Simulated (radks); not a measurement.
Results of a calculation; reference values are marked as such.
Spin polarisation of the 3d6 shell in Co3+. Start: [Ar] 3d(up 3, down 3); electrons of 3d are moved from spin down to spin up, other shells keep equal spins. Code: a radial shooting solver on a logarithmic mesh with Libxc functionals. Model: non-relativistic Kohn-Sham, PBE, spin-polarised, spherical densities, point nucleus.

moment (Bohr magnetons)  E - E(0) (eV)  e(3d up) (eV)  e(3d down) (eV)  3p down minus up (eV)  3s down minus up (eV)
0                                0.000        -45.444          -45.444                  0.000                  0.000
1                               -0.282        -45.977          -44.849                  1.186                  1.204
2                               -1.129        -46.450          -44.190                  2.375                  2.412
3                               -2.542        -46.862          -43.467                  3.571                  3.627
4                               -4.525        -47.212          -42.674                  4.777                  4.851

At moment 4 the spin-polarisation energy is -4.525 eV and the 3d exchange splitting 4.538 eV, that is 1.135 eV per Bohr magneton; E = -I m^2/4 would give I = 1.131 eV.
